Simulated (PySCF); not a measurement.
B3LYP has the VWN-RPA correlation part, as in Gaussian. 

Cartesian coordinates (Å):
```xyz
6

B      1.5214    -0.1333     0.7087
N      0.2837    -0.0243     0.8471
B     -1.1015     0.0965     0.9994
H      2.6761    -0.2343     0.5800
H     -1.8335    -0.4393     0.2221
H     -1.5462     0.7348     1.9062
```
Charge 0, multiplicity 1.

Estimate the LUMO, total energy, HOMO–LUMO gap, HOMO and dipole moment that B3LYP-D3(BJ)/def2-TZVP (PySCF) returns for this input.


- LUMO: -1.82 eV
- total energy: -2893.41 eV
- HOMO–LUMO gap: 5.78 eV
- HOMO: -7.60 eV
- dipole moment: 1.73 D
